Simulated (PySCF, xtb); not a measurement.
O2S2, SMILES O=S(=O)=S.

GFN2-xTB run with xtb at its own geometry gives an orbital gap of 2.11 eV and a dipole moment of 0.08 D.

Geometry optimised at B3LYP-D3(BJ)/def2-SVP.

### Question
What does PBE/def2-TZVPD in PySCF give? (An estimate is asked for; the answer gives what the named calculation found.)

### Answer
gap 2.87 eV (levels -7.16 and -4.29 eV), dipole 1.30 D.
